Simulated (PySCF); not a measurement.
F5Si, SMILES F[Si-](F)(F)(F)F, charge -1. Geometry optimised at B3LYP-D3(BJ)/def2-SVPD.

Level of theory: B3LYP-D3(BJ)/def2-SVPD run with PySCF.

Harmonic wavenumbers (cm⁻¹): 133, 134, 388, 388, 423, 423, 451, 524, 670, 823, 862, 862. Rotational constants (GHz): 3.216, 2.692, 2.692; symmetry number 6.

Problem. Work out the zero-point energy and the ideal-gas rigid-rotor harmonic-oscillator thermochemistry at 298.15 K and 1 atm.

Solution. ZPE = ½ Σ hcν = ½ × 6081 cm⁻¹ = 36.37 kJ/mol. H − E(el) = 55.10 kJ/mol. Entropy in J/(mol K): translation 168.77, rotation 98.17, vibration 49.47, total 316.41. G − E(el) = -39.24 kJ/mol. Cp = 95.34 J/(mol K). Modes under 150 cm⁻¹ make the vibrational entropy uncertain.
